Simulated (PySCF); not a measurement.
C2H6ClGa, SMILES C[CH2][GaH][Cl].

Geometry: ωB97X-D3(BJ)/def2-SVP. The structure was generated by enumeration; whether it is a known compound was not checked. Other conformers were not sampled.

Calculation: IEF-PCM-M06-2X/def2-SVP run with PySCF.

The values are the electrostatic part of the solvation free energy, E(continuum) − E(gas) at the gas-phase geometry, in a cavity of scaled van der Waals radii (PySCF's table); cavitation and dispersion terms are not included. A continuum can't describe solvent molecules that bind to the metal. In vacuum the orbital gap is 8.22 eV. The dipole moment in vacuum is 2.50 D.

**Question.** Estimate the values in water (ε = 78.36), dimethylsulfoxide (ε = 46.83), toluene (ε = 2.37). (The exact figures need the calculation; the answer reports its results.)

**Answer.** 
```csv
solvent,ε,ΔG(elec) (kcal/mol),dipole (D),gap (eV)
water,78.36,-4.7,3.10,8.46
dimethylsulfoxide,46.83,-4.6,3.09,8.46
toluene,2.37,-2.2,2.80,8.33
```
